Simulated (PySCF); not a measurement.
Cl₄V, neutral, multiplicity 2. Atoms are numbered in the order given.

```xyz
5

V      0.0000     0.0000     0.0000
Cl    -1.2144    -1.2144     1.2728
Cl    -1.2144     1.2144    -1.2728
Cl     1.2144     1.2144     1.2728
Cl     1.2144    -1.2144    -1.2728
```
Charge 0, spin multiplicity 2.

Geometry: B3LYP-D3(BJ)/def2-SVP. The spin state was assumed, not searched. The isomer is the one that the SMILES or the coordinates give; other isomers of the formula were not compared.

Computed with B3LYP-D3(BJ)/def2-SVP in PySCF.

Frequencies are harmonic and unscaled.

Modes within 1.5 cm⁻¹ of each other (mostly degenerate sets) share a row, with their intensities summed.

| mode | ν (cm⁻¹) | IR (km/mol) | moving atoms (share of kinetic energy) |
|---|---|---|---|
| 1 | 70 | 0.0 | Cl 100 % |
| 2–3 | 124 | 5.6 | Cl 77 %, V 23 % |
| 4 | 127 | 0.0 | Cl 100 % |
| 5 | 149 | 0.0 | Cl 81 %, V 19 % |
| 6 | 379 | 0.0 | Cl 100 % |
| 7–8 | 477 | 248.2 | V 50 %, Cl 50 % |
| 9 | 509 | 94.0 | V 55 %, Cl 45 % |
